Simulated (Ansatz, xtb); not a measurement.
Isomers of CH3SiZn in order of energy

5 gas-phase structures of CH3SiZn, found in a search over its isomers (lower ones may exist). Each was relaxed with GFN2-xTB; where two conformers were screened, the lower at r2SCAN-D4/def2-SVP is listed:

A. `C[Si][Zn]`, a doublet
B. a doublet given by its coordinates
C. a doublet given by its coordinates
D. `C=[Si][ZnH]`, a doublet
E. the doublet with the links of `[SiH2]=[CH][Zn]`

C (Å):

```xyz
6

C     0.4702   -0.4350    0.9081
Si    0.3516    1.3387    0.6826
Zn   -2.0317    1.2121    0.2344
H    -0.2091   -0.9430    1.5845
H     1.2188    1.7120   -0.4779
H     1.4302   -0.9310    0.8567
```

Close contacts (Å): C1–Si2 1.79, Si2–Zn3 2.43, C1–H4 1.08, C1–H6 1.08, Si2–H5 1.50.

B (Å):

```yaml
atoms:
  - { symbol: C, position_ang: [0.0110, -2.3536, 0.1593] }
  - { symbol: Si, position_ang: [-1.3633, -1.8648, -0.9493] }
  - { symbol: Zn, position_ang: [-0.0052, -1.9142, 2.3893] }
  - { symbol: H, position_ang: [-2.5496, -2.5786, -0.3795] }
  - { symbol: H, position_ang: [0.1545, -3.4401, 0.1915] }
  - { symbol: H, position_ang: [0.9726, -1.8941, -0.0831] }
```

Close contacts (Å): C1–Si2 1.83, C1–Zn3 2.27, C1–H5 1.10, C1–H6 1.09, Si2–H4 1.50.

**Question.** Which do you expect lowest at r2SCAN-D4/def2-SVP, and how would the others follow?

**Answer.** Calculated order at r2SCAN-D4/def2-SVP: A (0.0), C (47.2), B (74.9), D (108.7), E (113.3) kJ/mol.

Energies above the lowest of each column, in kJ/mol; the last columns are at B3LYP-D3(BJ)/def2-SVP geometries and were run for some of them only (a dash: not run or not comparable):

```tsv
structure	GFN2-xTB	HF/STO-3G	r2SCAN-D4/def2-SVP	B3LYP-D3(BJ)/def2-SVP	CCSD(T)/def2-SVP
A	0.0	0.0	0.0	0.0	0.0
C	78.7	70.1	47.2	36.8	28.0
B	121.1	129.7	74.9	59.5	49.7
D	87.4	138.5	108.7	–	–
E	118.4	189.7	113.3	–	–
```

Every level run on A puts it lowest or level with the lowest. Some further structures that were screened fall inside this span and aren't listed. Frequencies (B3LYP-D3(BJ)/def2-SVP) were run for A, B, C alone. Open shells are spin-unrestricted, some with notable spin contamination.

Over these structures GFN2-xTB departs from r2SCAN-D4/def2-SVP by 21.2 kJ/mol on average once a common shift is removed. A GFN2-xTB relaxation took about 0.042 s and the r2SCAN-D4/def2-SVP energy about 2.8 s on a shared host (Ansatz 0.2.0, xtb 6.7.1).
